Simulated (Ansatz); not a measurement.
`CC(=O)SC12CC3CC(CC(C3)C1)C2` with charge -1, relaxed as a doublet with UKS PBE0-D4/def2-SVP in Ansatz, starting from the PBE0-D4/def2-SVP geometry of the neutral singlet. Force threshold 0.03 eV/Å.

The highest occupied level of the relaxed charge -1 doublet lies above zero (up to 1.63 eV). By energy differences, losing it releases 0.82 eV (each at its own geometry, to the charge 0 singlet, at PBE0-D4/def2-SVP). The relaxation made no stability test and no search for a lower SCF solution.

Start:

```xyz
32

C     4.196   -0.895    1.854
C     2.954   -0.269    1.271
O     2.840    0.914    1.071
S     1.703   -1.486    0.918
C     0.304   -0.532    0.205
C     0.708    0.173   -1.095
C    -0.521    0.864   -1.697
C    -1.071    1.886   -0.698
C    -1.483    1.172    0.593
C    -2.557    0.127    0.281
C    -1.999   -0.895   -0.714
C    -1.595   -0.181   -2.007
C    -0.772   -1.583   -0.106
C    -0.259    0.482    1.208
H     4.629   -1.614    1.143
H     4.923   -0.102    2.069
H     3.954   -1.444    2.777
H     1.118   -0.569   -1.800
H     1.498    0.909   -0.885
H    -0.221    1.378   -2.626
H    -0.307    2.651   -0.479
H    -1.938    2.412   -1.132
H    -1.877    1.907    1.315
H    -3.453    0.614   -0.141
H    -2.875   -0.380    1.208
H    -2.764   -1.659   -0.933
H    -1.214   -0.910   -2.742
H    -2.477    0.302   -2.463
H    -1.051   -2.117    0.818
H    -0.368   -2.335   -0.806
H    -0.540   -0.040    2.138
H     0.515    1.220    1.458
```

Question: Estimate the energy that the relaxation releases and the steps that it takes.

Answer: 16.5 kcal/mol, in 14 steps; 6.7 min on 4 threads of Arm Neoverse V2 on a shared host. No frequencies were taken in this run, so the end may be a saddle point.

Question: Does the start keep its bonding?

Answer: By distances, no bond broke or formed. The bond that changes most is C2–S4, from 1.78 to 1.96 Å (atoms count from 1).

Question: Predict the relaxed structure.

Answer: 
```xyz
32

C     4.219   -0.792    1.667
C     2.995   -0.157    1.042
O     2.674    1.030    1.315
S     1.619   -1.547    1.069
C     0.260   -0.626    0.275
C     0.732    0.110   -0.986
C    -0.442    0.849   -1.637
C    -1.010    1.871   -0.648
C    -1.499    1.146    0.610
C    -2.591    0.143    0.225
C    -2.020   -0.881   -0.761
C    -1.537   -0.152   -2.019
C    -0.840   -1.619   -0.116
C    -0.328    0.399    1.257
H     4.403   -1.802    1.262
H     5.095   -0.153    1.454
H     4.152   -0.873    2.778
H     1.171   -0.622   -1.686
H     1.527    0.811   -0.691
H    -0.091    1.373   -2.545
H    -0.227    2.599   -0.376
H    -1.840    2.435   -1.113
H    -1.909    1.884    1.324
H    -3.455    0.665   -0.229
H    -2.963   -0.371    1.129
H    -2.806   -1.609   -1.034
H    -1.142   -0.882   -2.747
H    -2.384    0.367   -2.506
H    -1.170   -2.169    0.783
H    -0.424   -2.368   -0.813
H    -0.662   -0.135    2.163
H     0.490    1.077    1.551
```
Bond lengths: 13 × C–C 1.51 to 1.54 Å; 2 × C–S 1.82 to 1.96 Å; 1 × C–O 1.26 Å; 18 × C–H 1.10 to 1.12 Å.
